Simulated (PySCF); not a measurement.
Ga(F)2(OMe) (CH3F2GaO), SMILES [O]([Ga]([F])[F])C.

Geometry optimised at ωB97X-D3(BJ)/def2-SVP. The values are those of a single conformer.

These are CAM-B3LYP/def2-TZVP (PySCF) values and carry that method's errors.

Gas-phase values at a fixed geometry.

```yaml
total_energy: -2239.94398 hartree
point_group: Cs
highest_occupied_level: -10.22 eV
lowest_empty_level: -0.80 eV
orbital_gap: 9.42 eV
dipole_moment: 2.23 D
quadrupole, principal values (traceless, Buckingham form, about the centre of nuclear charge): -8.46, 1.16, 7.30 D·Å
mean_static_polarisability: 38.1 bohr³ (5.65 Å³)
polarisability_principal_values: 30.9, 36.0, 47.4 bohr³
```
